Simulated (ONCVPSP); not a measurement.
## u(r) = r·R(r): atom against pseudo-atom (silver)

Columns: radius, all-electron u(r) and pseudo u(r) of the 4d shell (level -9.36 eV) of silver in the configuration [Ar] 3d10 4s2 4p6 4d10 5s0.75; PBE, scalar-relativistic, ONCV scheme, ONCVPSP 4.0.1.

| r (bohr) | all-electron | pseudo |
| --- | --- | --- |
| 0.085 | -0.1631 | 0.0025 |
| 0.170 | -0.4071 | 0.0197 |
| 0.255 | -0.4303 | 0.0655 |
| 0.340 | -0.2657 | 0.1467 |
| 0.425 | -0.0178 | 0.2593 |
| 0.510 | 0.2369 | 0.3913 |
| 0.595 | 0.4587 | 0.5308 |
| 0.680 | 0.6328 | 0.6663 |
| 0.765 | 0.7574 | 0.7827 |
| 0.850 | 0.8376 | 0.8636 |
| 0.935 | 0.8811 | 0.9021 |
| 1.020 | 0.8965 | 0.9070 |
| 1.105 | 0.8912 | 0.8937 |
| 1.190 | 0.8715 | 0.8716 |
| 1.275 | 0.8419 | 0.8419 |
| 1.360 | 0.8063 | 0.8063 |
| 1.445 | 0.7671 | 0.7671 |
| 1.530 | 0.7263 | 0.7263 |
| 1.615 | 0.6851 | 0.6851 |
| 1.700 | 0.6444 | 0.6444 |
| 1.785 | 0.6049 | 0.6049 |
| 1.870 | 0.5669 | 0.5669 |
| 1.955 | 0.5306 | 0.5306 |
| 2.040 | 0.4962 | 0.4962 |
| 2.125 | 0.4637 | 0.4637 |
| 2.210 | 0.4331 | 0.4331 |

(1) How many radial nodes do the two functions have?

(2) At about which radius was the pseudo-wave matched?

(3) Is the pseudo-wave norm-conserving?

## Answers

(1) The all-electron 4d function has n − l − 1 = 1; the pseudo-wave has 0, since the states of the same l below it are removed with the core.

(2) 1.25 bohr, where the columns begin to agree (steps of 0.09 bohr).

(3) Yes: the ONCV scheme keeps the norm inside the radius equal to the all-electron one, which fixes the energy derivative of the logarithmic derivative at the level.
